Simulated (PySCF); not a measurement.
B(Me)(Et)(OH) (C3H9BO), SMILES CCB(C)O.

The structure is a stationary point at PBE-D3(BJ)/def2-SVP. Other conformers were not sampled.

Computed with PBE-D3(BJ)/def2-SVP (PySCF).

No scaling factor is applied to the harmonic values.

| mode | ν (cm⁻¹) | IR (km/mol) | moving atoms (share of kinetic energy) |
|---|---|---|---|
| 1 | 42 | 0.1 | H 46 %, C 37 %, O 16 % |
| 2 | 120 | 0.5 | H 97 % |
| 3 | 196 | 0.6 | C 49 %, H 44 % |
| 4 | 218 | 0.3 | H 75 %, C 18 % |
| 5 | 352 | 1.7 | H 49 %, C 21 %, B 17 %, O 14 % |
| 6 | 380 | 9.9 | H 33 %, O 31 %, C 25 %, B 11 % |
| 7 | 438 | 1.0 | H 38 %, B 27 %, C 21 %, O 14 % |
| 8 | 579 | 52.9 | H 86 % |
| 9 | 677 | 16.7 | H 45 %, C 41 %, O 11 % |
| 10 | 680 | 10.4 | H 63 %, C 30 % |
| 11 | 814 | 1.3 | H 66 %, C 25 % |
| 12 | 837 | 35.0 | H 65 %, B 19 %, C 14 % |
| 13 | 928 | 55.2 | H 66 %, C 20 %, B 12 % |
| 14 | 963 | 20.0 | H 67 %, B 16 %, C 15 % |
| 15 | 977 | 46.8 | H 72 %, C 14 % |
| 16 | 1046 | 4.7 | C 65 %, H 33 % |
| 17 | 1175 | 33.1 | H 64 %, B 21 %, C 11 % |
| 18 | 1207 | 4.9 | H 78 %, C 17 % |
| 19 | 1231 | 17.8 | H 58 %, C 23 %, B 12 % |
| 20 | 1304 | 178.2 | H 36 %, B 30 %, C 30 % |
| 21 | 1344 | 41.6 | H 69 %, C 15 %, B 13 % |
| 22 | 1353 | 86.9 | H 61 %, B 18 %, C 16 % |
| 23 | 1368 | 3.1 | H 90 %, C 10 % |
| 24 | 1382 | 5.6 | H 95 % |
| 25 | 1409 | 39.7 | H 67 %, B 23 % |
| 26 | 1430 | 19.6 | H 89 % |
| 27 | 1431 | 6.5 | H 97 % |
| 28 | 2936 | 16.8 | H 94 % |
| 29 | 2957 | 4.7 | H 97 % |
| 30 | 2962 | 31.8 | H 97 % |
| 31 | 3002 | 9.0 | H 92 %, C 8 % |
| 32 | 3039 | 6.0 | H 91 %, C 9 % |
| 33 | 3043 | 27.8 | H 91 %, C 9 % |
| 34 | 3046 | 38.0 | H 91 %, C 9 % |
| 35 | 3050 | 20.5 | H 91 %, C 9 % |
| 36 | 3718 | 26.0 | H 94 % |
